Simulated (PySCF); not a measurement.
**Run times: thulium in cc-pVTZ-X2C**

Measured wall times of calculations with PySCF 2.14 in cc-pVTZ-X2C, with the spin-free X2C one-electron Hamiltonian (Gaussian nucleus), run from one Python driver. Hardware: 2 threads of Neoverse-V2 on a shared host, 2.6 GiB allowed. The two-electron integrals over 145 functions were computed once and kept in memory (34 CPU seconds with the set-up); the times below exclude them. Kohn-Sham runs start from converged Hartree-Fock orbitals.

Launch command (the driver calls PySCF for each step listed in the task file):

```bash
OMP_NUM_THREADS=2 python atomrun2.py TASK.json OUT
```

```
          species       step  iterations  wall time (s)
 Tm [Xe] 4f13 6s2       PW91          10            6.4
 Tm [Xe] 4f13 6s2  BHandHLYP           9            7.8
 Tm [Xe] 4f13 6s2     B2PLYP           9             10
Tm⁺ [Xe] 4f13 6s1       PW91           9            5.8
Tm⁺ [Xe] 4f13 6s1  BHandHLYP           8              7
Tm⁺ [Xe] 4f13 6s1     B2PLYP           8            9.2
```

Peak memory of the process: 1.1 GiB. Times on a shared host vary from run to run.
